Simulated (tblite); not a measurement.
Compound: 1,1,1,2,2-pentafluoro-2-methoxyethane, C₃H₃F₅O.
SMILES with atom numbers: `[CH3:1][O:2][C:3]([F:4])([F:5])[C:6]([F:7])([F:8])[F:9]` (hydrogens: H10, H11, H12 on C1)

Computed with GFN2-xTB (tblite), gas phase: Langevin dynamics at 200 K from the optimised GFN2-xTB geometry, time step 0.5 fs, friction 0.01 fs⁻¹, 2000 steps. The instantaneous temperature is 2·E(kin)/(3Nk) with all 3N coordinates.

| t (fs) | T (K) | E(pot) above start (eV) | C1–O2 (Å) | O2–C3 (Å) | C3–F4 (Å) | C3–F5 (Å) | C3–C6 (Å) | C1–H10 (Å) | C1–O2–C3–F4 (°) |
| --- | --- | --- | --- | --- | --- | --- | --- | --- | --- |
| 0 | 174 | 0.000 | 1.440 | 1.325 | 1.362 | 1.362 | 1.552 | 1.091 | -59 |
| 50 | 203 | 0.146 | 1.425 | 1.327 | 1.361 | 1.382 | 1.537 | 1.096 | -54 |
| 100 | 137 | 0.157 | 1.440 | 1.340 | 1.374 | 1.356 | 1.559 | 1.076 | -61 |
| 150 | 236 | 0.154 | 1.448 | 1.332 | 1.358 | 1.390 | 1.535 | 1.101 | -51 |
| 200 | 169 | 0.208 | 1.453 | 1.314 | 1.381 | 1.367 | 1.571 | 1.104 | -58 |
| 250 | 179 | 0.293 | 1.440 | 1.349 | 1.345 | 1.375 | 1.525 | 1.091 | -68 |
| 300 | 239 | 0.281 | 1.398 | 1.379 | 1.362 | 1.327 | 1.602 | 1.113 | -83 |
| 350 | 185 | 0.312 | 1.502 | 1.301 | 1.389 | 1.408 | 1.567 | 1.061 | -77 |
| 400 | 183 | 0.357 | 1.426 | 1.300 | 1.361 | 1.392 | 1.582 | 1.169 | -69 |
| 450 | 317 | 0.257 | 1.465 | 1.308 | 1.381 | 1.352 | 1.603 | 1.048 | -60 |
| 500 | 294 | 0.268 | 1.411 | 1.323 | 1.360 | 1.405 | 1.517 | 1.130 | -47 |
| 550 | 148 | 0.343 | 1.442 | 1.381 | 1.363 | 1.312 | 1.538 | 1.075 | -49 |
| 600 | 162 | 0.351 | 1.418 | 1.320 | 1.349 | 1.348 | 1.586 | 1.151 | -65 |
| 650 | 199 | 0.370 | 1.490 | 1.335 | 1.348 | 1.328 | 1.543 | 1.044 | -64 |
| 700 | 188 | 0.240 | 1.429 | 1.315 | 1.374 | 1.375 | 1.597 | 1.127 | -66 |
| 750 | 121 | 0.299 | 1.494 | 1.274 | 1.381 | 1.363 | 1.572 | 1.063 | -57 |
| 800 | 121 | 0.267 | 1.442 | 1.352 | 1.380 | 1.368 | 1.590 | 1.086 | -50 |
| 850 | 180 | 0.184 | 1.437 | 1.353 | 1.394 | 1.316 | 1.533 | 1.111 | -54 |
| 900 | 192 | 0.188 | 1.459 | 1.308 | 1.348 | 1.384 | 1.526 | 1.085 | -44 |
| 950 | 202 | 0.210 | 1.428 | 1.338 | 1.339 | 1.361 | 1.576 | 1.093 | -51 |
| 1000 | 246 | 0.289 | 1.494 | 1.338 | 1.345 | 1.346 | 1.595 | 1.091 | -59 |

**Question.** From 500 fs on, how do temperature and potential energy compare with equipartition?

**Answer.** The mean temperature of these 11 frames is 187 K against the target 200 K, and the mean potential energy 0.27 eV against 30 × kT/2 = 0.26 eV for 30 classical harmonic modes. For 12 atoms in a canonical ensemble the temperature itself scatters by T·√(2/(3N)) = 47 K; here its standard deviation is 49 K. The whole run lasts only 10 friction times of 100 fs, so these averages carry a wide statistical error.

**Question.** What are the kinetic and total energies of the listed frame with the highest potential energy?

**Answer.** The one at 650 fs, 0.370 eV above the start. Its kinetic energy is 3NkT/2 = 0.309 eV at 199 K, so the sum is 0.68 eV; over the listed frames the sum runs from 0.27 to 0.75 eV, since the thermostat adds and removes energy.

**Question.** How much do the listed bonds fluctuate from 500 fs on?

**Answer.** 
```json
{"bond": "C1–O2", "at the start (Å)": "1.440", "mean (Å)": "1.450", "standard deviation (Å)": "0.029"}
{"bond": "O2–C3", "at the start (Å)": "1.325", "mean (Å)": "1.331", "standard deviation (Å)": "0.027"}
{"bond": "C3–F4", "at the start (Å)": "1.362", "mean (Å)": "1.362", "standard deviation (Å)": "0.017"}
{"bond": "C3–F5", "at the start (Å)": "1.362", "mean (Å)": "1.355", "standard deviation (Å)": "0.027"}
{"bond": "C3–C6", "at the start (Å)": "1.552", "mean (Å)": "1.561", "standard deviation (Å)": "0.029"}
{"bond": "C1–H10", "at the start (Å)": "1.091", "mean (Å)": "1.096", "standard deviation (Å)": "0.030"}
```

The motion is classical and holds no zero-point motion.

The cost below is that of the whole dynamics run. On an Intel Xeon 6975P-C with one thread, shared host with 192 logical CPUs at a one-minute load of 23, this took 6.7 s and 0.18 GiB of memory at its peak.
